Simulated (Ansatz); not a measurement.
Series CXY, Y = fluoro, computed as singlets and as triplets. Gas-phase values, no solvent. One relaxed conformer stands for each flexible species; it need not be the lowest. Strings in code marks are SMILES.

Quantity: adiabatic spin-state energy, in kJ/mol. The DFT solution of `[CH]F`, `F[C][SiH3]` and `F[C][AlH2]` is unstable or spin-contaminated; the geometry comes from it. HF references are unrestricted for open shells and restricted for singlets. The restricted reference of `F[C]F`, `F[C]Cl`, `F[C][SiH3]`, `F[C][AlH2]` and `[CH]F` is unstable towards unrestricted orbitals.

Level 1: frozen-core CCSD(T)/cc-pVTZ // PBE0-D3(BJ)/def2-TZVP (Ansatz, a program for electronic structure)
Level 2: frozen-core CCSD(T)/cc-pVDZ // PBE0-D3(BJ)/def2-TZVP (Ansatz)
Level 3: PBE/cc-pVTZ // PBE0-D3(BJ)/def2-TZVP (Ansatz)
Level 4: r2SCAN/cc-pVTZ // PBE0-D3(BJ)/def2-TZVP (Ansatz)

```csv
species,level 1,level 2,level 3,level 4
`F[C]F`: multiplicity 3 minus multiplicity 1,236.2,229.8,216.3,190.0
`[CH]F`: multiplicity 3 minus multiplicity 1,60.4,57.2,39.77,12.15
`F[C][SiH3]`: multiplicity 3 minus multiplicity 1,-14.35,-14.21,-23.38,-52.3
`F[C][AlH2]`: multiplicity 3 minus multiplicity 1,-59.5,-60.9,-60.3,-88.1
`F[C]Cl`: multiplicity 3 minus multiplicity 1,149.1,146.7,139.1,112.2
```
